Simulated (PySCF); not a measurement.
ClH₂O₂Sb. Atoms are numbered in the order given.

```xyz
6

Sb    -0.1621    -0.2015     0.4649
Cl     1.2061     1.4112    -0.7052
O      0.4615    -1.7119    -0.6659
H      0.9742    -1.3908    -1.4249
O     -1.8834     0.1640    -0.4450
H     -1.8353     0.0623    -1.4088
```
Charge 0, spin multiplicity 1.

Geometry: B3LYP-D3(BJ)/def2-SVP. The def2 effective core potentials stand for the cores of Sb; spin–orbit coupling is left out. Other conformers were not sampled.

All values below come from TDA-LC-ωPBE/def2-SVPD in PySCF 2.14.0.

Vertical excitations. 

Computed excitation energies, oscillator strengths and character:
```json
[
 {"state": "S1", "energy (eV)": "6.24", "λ (nm)": "199", "f": "0.124", "main pairs": "HOMO→LUMO 85 %"},
 {"state": "S2", "energy (eV)": "6.60", "λ (nm)": "188", "f": "0.002", "main pairs": "HOMO−1→LUMO 73 %"},
 {"state": "S3", "energy (eV)": "6.79", "λ (nm)": "183", "f": "0.029", "main pairs": "HOMO−2→LUMO 69 %, HOMO→LUMO+1 16 %"},
 {"state": "S4", "energy (eV)": "6.92", "λ (nm)": "179", "f": "0.095", "main pairs": "HOMO→LUMO+1 58 %, HOMO−1→LUMO 11 %"},
 {"state": "S5", "energy (eV)": "7.23", "λ (nm)": "171", "f": "0.085", "main pairs": "HOMO−3→LUMO 36 %, HOMO→LUMO+2 35 %, HOMO−4→LUMO 9 %"},
 {"state": "S6", "energy (eV)": "7.33", "λ (nm)": "169", "f": "0.021", "main pairs": "HOMO−1→LUMO+1 39 %, HOMO−3→LUMO 21 %, HOMO→LUMO+2 10 %"},
 {"state": "S7", "energy (eV)": "7.51", "λ (nm)": "165", "f": "0.060", "main pairs": "HOMO−2→LUMO+1 34 %, HOMO−3→LUMO+1 21 %, HOMO−3→LUMO 9 %, HOMO→LUMO+2 7 %"},
 {"state": "S8", "energy (eV)": "7.56", "λ (nm)": "164", "f": "0.107", "main pairs": "HOMO−4→LUMO 46 %, HOMO−3→LUMO+1 22 %, HOMO−1→LUMO+2 12 %"},
 {"state": "S9", "energy (eV)": "7.79", "λ (nm)": "159", "f": "0.076", "main pairs": "HOMO−4→LUMO 22 %, HOMO→LUMO+2 21 %, HOMO−3→LUMO+1 15 %, HOMO−2→LUMO+1 14 %"},
 {"state": "S10", "energy (eV)": "7.86", "λ (nm)": "158", "f": "0.036", "main pairs": "HOMO−1→LUMO+1 30 %, HOMO−1→LUMO+2 16 %, HOMO−3→LUMO+1 12 %, HOMO−2→LUMO+1 8 %"},
 {"state": "T1", "energy (eV)": "4.76", "λ (nm)": "260", "f": "0", "main pairs": "HOMO→LUMO 87 %"},
 {"state": "T2", "energy (eV)": "5.42", "λ (nm)": "229", "f": "0", "main pairs": "HOMO→LUMO+1 84 %"},
 {"state": "T3", "energy (eV)": "6.10", "λ (nm)": "203", "f": "0", "main pairs": "HOMO−1→LUMO 82 %"},
 {"state": "T4", "energy (eV)": "6.23", "λ (nm)": "199", "f": "0", "main pairs": "HOMO−2→LUMO 64 %"}
]
```
Triplets are in the Tamm–Dancoff approximation.
